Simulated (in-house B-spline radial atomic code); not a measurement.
A radial electron density 4πr²n(r) was computed for an atom or ion in its tabulated ground configuration with an all-electron radial atomic-structure program (B-spline basis); method: Dirac-Kohn-Sham B3LYP, spherical fractional occupations, exact exchange averaged over the configuration. Columns: r (bohr), 4πr²n(r) (electrons per bohr), bar.

```
0.000636    3.374 #
0.000782    4.704 ##
0.000962    6.529 ##
 0.00118    8.964 ###
 0.00146    12.38 ####
 0.00179     16.7 ######
  0.0022    22.36 ########
 0.00271    29.63 ##########
 0.00333    38.48 #############
  0.0041    49.07 #################
 0.00504    60.91 #####################
  0.0062    73.41 #########################
 0.00763    85.31 #############################
 0.00938    94.87 ################################
  0.0115    100.4 ##################################
  0.0142      101 ##################################
  0.0175    96.94 #################################
  0.0215    91.57 ###############################
  0.0264    89.74 ##############################
  0.0325    95.98 ################################
    0.04    110.3 #####################################
  0.0492    125.5 ##########################################
  0.0605    130.5 ############################################
  0.0744    120.5 #########################################
  0.0915      105 ###################################
   0.113    101.5 ##################################
   0.138    112.7 ######################################
    0.17    118.5 ########################################
    0.21    98.68 #################################
   0.258    69.17 #######################
   0.317    59.17 ####################
    0.39    67.97 #######################
    0.48    68.57 #######################
    0.59    51.76 #################
   0.726    32.14 ###########
   0.893    20.56 #######
     1.1    14.47 #####
    1.35    9.337 ###
    1.66    4.617 ##
    2.04    1.616 #
    2.51   0.3718 
    3.09  0.05179 
     3.8 0.003902 
    4.68 0.0001341
```

(1) Which atom or ion is it?
A. Hf3+
B. Hf5+
C. Ta4+
D. Hf4+

## Answers

(1) D. The area under the curve, ∫4πr²n dr = ∫r·4πr²n d(ln r) on this logarithmic grid, is 68 electrons, which only this option has. The configuration is [Xe] 4f14.
